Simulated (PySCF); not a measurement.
These are PBE-D3(BJ)/def2-TZVP // B3LYP-D3(BJ)/def2-TZVP in PySCF 2.14.0 values and carry that method's errors. Gas-phase values, no solvent. One relaxed conformer stands for a flexible species; it need not be the lowest. Excitations are Tamm–Dancoff values on a coarser integration grid. The basis has no diffuse functions, so Rydberg states are missing or too high.

Reference species (SMILES): `O(C)B` (neutral, multiplicity 1).

The S1 excitation (TDA) is 5.95 eV and the T1 excitation (TDA) comes out as 5.39 eV. The S1–T1 gap (TDA) is 0.57 eV. The LUMO comes out as -1.32 eV.

Changed species: `B(C)O` (C–B–O–H torsion 180°).

Question: What does the change do to the S1 excitation (TDA), T1 excitation (TDA), S1–T1 gap (TDA) and LUMO?

Answer: the S1 excitation (TDA) rises by 0.51 eV, to 6.46 eV; the T1 excitation (TDA) rises by 0.50 eV, to 5.89 eV; the S1–T1 gap (TDA) is nearly the same; the LUMO rises by 0.51 eV, to -0.81 eV.
